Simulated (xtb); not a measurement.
A run for xtb: GFN1-xTB on BrHSe2 (SMILES [SeH][Se]Br), a point of a torsion scan.

```
$ xtb mol.xyz --gfn 1 --sp --chrg 0 --uhf 0
4

Se    -1.37651042     0.48511827     0.41815070
Se     0.81402097     0.99622638    -0.23616997
Br     0.85210303     0.29142984    -2.42837014
H     -1.51941905    -0.66165988    -0.46308362
```

Task: What total energy does the run end on?

Result: -11.1298 hartree.
